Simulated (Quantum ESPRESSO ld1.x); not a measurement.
Q: Xe3+, 51 electrons, occupied as [Kr] 4d10 5s2 5p2 6p1 (not the ground configuration). Calculated with ld1.x of Quantum ESPRESSO 7.5: Dirac Kohn-Sham, relativistic LDA (MacDonald-Vosko exchange, VWN5 correlation), spin-unpolarised, spherical densities, point nucleus; open shells are shared between the two j in proportion to 2j + 1. Some entries of the table are withheld. Estimate them.

orbital      occ.  eigenvalue (eV)  <1/r> (bohr^-1)  <r^2> (bohr^2)
1s1/2           2       -34183.343            57.89       0.0009709
2s1/2           2        -5359.625            13.55             (1)
2p1/2           2              (2)            13.54             (3)
2p3/2           4              (4)            12.45             (5)
3s1/2           2        -1128.329            4.843          0.1079
3p1/2           2         -996.198            4.759          0.1024
3p3/2           4         -935.105            4.489          0.1104
3d3/2           4         -700.642              (6)         0.09217
3d5/2           6         -687.662              (7)         0.09448
4s1/2           2         -235.854            1.970          0.5816
4p1/2           2         -188.861              (8)          0.6334
4p3/2           4         -176.516              (9)          0.6815
4d3/2           4         -100.006            1.536          0.8719
4d5/2           6          -97.990            1.514          0.8931
5s1/2           2          -55.090           0.7697           3.297
5p1/2    0.666667          -42.622           0.6848           4.107
5p3/2     1.33333          -40.757           0.6585           4.393
6p1/2    0.333333          -17.171           0.3153           18.92
6p3/2    0.666667          -16.710           0.3074           19.83

A: 
(1) 2s1/2 <r^2> (bohr^2): 0.01553
(2) 2p1/2 eigenvalue (eV): -5044.568
(3) 2p1/2 <r^2> (bohr^2): 0.01144
(4) 2p3/2 eigenvalue (eV): -4723.092
(5) 2p3/2 <r^2> (bohr^2): 0.01272
(6) 3d3/2 <1/r> (bohr^-1): 4.351
(7) 3d5/2 <1/r> (bohr^-1): 4.281
(8) 4p1/2 <1/r> (bohr^-1): 1.863
(9) 4p3/2 <1/r> (bohr^-1): 1.774
